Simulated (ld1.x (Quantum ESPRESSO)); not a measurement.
Scattering properties, TM semilocal potential for Ce

* Element: Ce (Z = 58)
* Generator: ld1.x (Quantum ESPRESSO) 7.5
* Type: norm-conserving Troullier–Martins (semilocal form)
* Functional: PBE
* Relativity: scalar-relativistic
* Frozen core: [Kr] 4d10
* Valence charge: 12
* Reference configuration: 4f1 5s2 5p6 5d1 6s2 6p0
* Partial waves: 5s (bound): rc 2.65 bohr; 5p (bound): rc 2.05 bohr; 4f (bound): rc 0.90 bohr; 5d (bound): rc 2.60 bohr
* Local potential: the d channel
* Core correction: a·sin(br)/r model core, default radius (core density twice the valence density)

Occupied shells without a wave of their own: 6s. They enter only through the test configuration that unscreens the potential, and ld1.x also counts them in the model core charge.

The phase is arctan(r·u′/u) with u = r·R(r), unwrapped; energies in Ry, scanned from -5 to 5 Ry. A pole is an energy at which the radial function vanishes at the test radius. The pseudo phase is shifted by a multiple of π to meet the all-electron one at the reference energy, and phase errors are pseudo minus all-electron; the curves can meet again beyond the range given. Levels narrower than the energy grid can be missing from the lists of poles.

Problem. For each channel, where are the poles, and over which energies does the pseudopotential scatter like the atom?

Solution.

| channel | radius (bohr) | reference energy (Ry) | poles, all-electron | poles, pseudo | unbroken range about the reference energy with phases within 0.05 rad | phase error 1 Ry above the reference energy (rad) |
| --- | --- | --- | --- | --- | --- | --- |
| s | 2.92 | -2.98 | -2.87, 3.23 | -2.82, 1.37 | not even at the reference energy | -0.011 |
| p | 2.92 | -1.71 | -1.43, 4.53 | -1.39, 4.10 | not even at the reference energy | +0.006 |
| d | 2.92 | -0.22 | 0.72 | 0.75 | not even at the reference energy | +0.007 |
| f | 2.92 | -0.40 | -0.34, 3.46 | -0.27, 3.52 | not even at the reference energy | +0.018 |

The potential misses its own reference levels by up to 1.3 eV, so it is not fit for use. ld1.x takes every shell without a wave as core, so the model core holds the 6s electrons as well and exchange and correlation see them twice. This cancels in the reference configuration, but the file is broken for other ones, and its errors say nothing about a proper core correction.

Phases in the s channel:

```json
{"E (Ry)": "-5.00", "all-electron": "1.390", "pseudo": "1.389"}
{"E (Ry)": "-4.48", "all-electron": "1.371", "pseudo": "1.370"}
{"E (Ry)": "-3.96", "all-electron": "1.340", "pseudo": "1.339"}
{"E (Ry)": "-3.44", "all-electron": "1.250", "pseudo": "1.256"}
{"E (Ry)": "-2.92", "all-electron": "-1.504", "pseudo": "-1.389"}
{"E (Ry)": "-2.40", "all-electron": "-1.740", "pseudo": "-1.739"}
{"E (Ry)": "-1.88", "all-electron": "-1.804", "pseudo": "-1.817"}
{"E (Ry)": "-1.36", "all-electron": "-1.868", "pseudo": "-1.907"}
{"E (Ry)": "-0.84", "all-electron": "-1.967", "pseudo": "-2.093"}
{"E (Ry)": "-0.32", "all-electron": "-2.170", "pseudo": "-2.821"}
{"E (Ry)": "0.20", "all-electron": "-2.769", "pseudo": "-4.214"}
{"E (Ry)": "0.72", "all-electron": "-3.902", "pseudo": "-4.563"}
{"E (Ry)": "1.24", "all-electron": "-4.368", "pseudo": "-4.691"}
{"E (Ry)": "1.76", "all-electron": "-4.537", "pseudo": "-4.769"}
{"E (Ry)": "2.28", "all-electron": "-4.623", "pseudo": "-4.840"}
{"E (Ry)": "2.80", "all-electron": "-4.678", "pseudo": "-4.931"}
{"E (Ry)": "3.32", "all-electron": "-4.719", "pseudo": "-5.105"}
{"E (Ry)": "3.84", "all-electron": "-4.754", "pseudo": "-5.715"}
{"E (Ry)": "4.36", "all-electron": "-4.789", "pseudo": "-7.150"}
{"E (Ry)": "4.88", "all-electron": "-4.827", "pseudo": "-7.561"}
```
